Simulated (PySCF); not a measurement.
# Computed vibrations of [La(NH3)2]3+

[La(NH3)2]3+ (singlet). PySCF 2.14.0, RKS PBE0, La lcecp-1-SVP with ECP46, N def2-SVP, H def2-SVP; non-relativistic Hamiltonian with scalar-relativistic core potentials where named; density fitting; no spin-orbit coupling. Central differences of gradients.

```xyz
9

La    0.0000    0.0000    0.0000
N     0.0000    0.0000    2.5853
H     0.8070    0.4659    3.0432
H    -0.8070    0.4659    3.0432
H     0.0000   -0.9318    3.0432
N     0.0000    0.0000   -2.5853
H     0.8070   -0.4659   -3.0432
H    -0.8070   -0.4659   -3.0432
H     0.0000    0.9318   -3.0432
```

Run from Python with OMP_NUM_THREADS=2. Where DIIS fails, smearing, a level shift and second-order steps follow.
It took 34 s on 2 threads of Arm Neoverse V1 (shared host).

**Question.** What are the harmonic wavenumbers and infrared intensities?

**Answer.** Modes are labelled in D3d; negative numbers are unstable modes, those under 60 cm⁻¹ near the noise; a finer grid moves soft modes by up to 10 cm⁻¹.
```
cm⁻¹  km/mol  symmetry
-105       –        eu
-105       –        eu
  52     0.0       a1u
 336     0.0       a1g
 337    61.8       a2u
 625   161.4        eu
 625   161.4        eu
 642     0.0        eg
 642     0.0        eg
1419   281.3       a2u
1421     0.0       a1g
1603   105.7        eu
1603   105.7        eu
1606     0.0        eg
1606     0.0        eg
3333   571.0       a2u
3341     0.0       a1g
3403   346.4        eu
3403   346.4        eu
3404     0.0        eg
3404     0.0        eg
```

**Question.** Is this a minimum?

**Answer.** No: 2 unstable; the lowest moves the atoms so:
```
La   0.08  0.01  0.00
N   -0.31 -0.05  0.00
H   -0.35 -0.06  0.09
H   -0.35 -0.06 -0.07
H   -0.35 -0.06 -0.02
N   -0.31 -0.05  0.00
H   -0.35 -0.06 -0.07
H   -0.35 -0.06  0.09
H   -0.35 -0.06 -0.02
```
